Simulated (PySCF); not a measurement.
# Spinor energies of Ce³⁹⁺ (cerium, charge +39)

Start: [Ar] 3d1; 3d5/2 filled at m_j = +5/2. Calculated with PySCF 2.14 in an uncontracted even-tempered set (16 s from 8.1 bohr⁻², ratio 2.8; 12 p from 11 bohr⁻², ratio 2.8; 8 d from 11 bohr⁻², ratio 2.8; 3 f from 32 bohr⁻², ratio 3): generalised Hartree-Fock with the X2C-1e Hamiltonian and a Gaussian nucleus; one run each with spin-orbit coupling (SO) screened by Boettger's factors, then bare. This is a chosen level, not necessarily the ground level.

```
spinor shell  electrons  ε, screened SO (eV)  ε, bare SO (eV)  weight of nominal j (bare SO)  rms radius, bare SO (bohr)
       1s1/2          2             -42821.6         -42821.3                          1.000                      0.0280
       2s1/2          2              -8730.6          -8730.6                          1.000                       0.113
       2p1/2          2              -8363.0          -8375.7                          1.000                      0.0965
       2p3/2          4              -7908.2          -7903.5                          1.000                       0.102
       3s1/2          2              -3251.8          -3251.8                          1.000                       0.278
       3p1/2          2              -3100.6          -3103.6                          0.999                       0.267
       3p3/2          4              -2994.1          -2993.0                          0.999                       0.278
       3d5/2          1              -2785.2          -2783.2                          1.000                       0.242
```

```
   quantity  screened SO      bare SO
E (hartree)  -7623.52582  -7623.74242
        M_J          5/2          5/2
       ⟨J²⟩        8.751        8.751
       ⟨L²⟩        6.020        6.021
       ⟨S²⟩        0.769        0.771
```

Each row is a mean over spinors that exchange with the open shell spreads, by up to 20.959 eV (3p3/2).

Breit and QED terms are absent; they matter most for the inner s and p1/2 levels.

Densities and radii are taken from the X2C orbitals without a picture-change correction, which distorts them close to the nucleus.
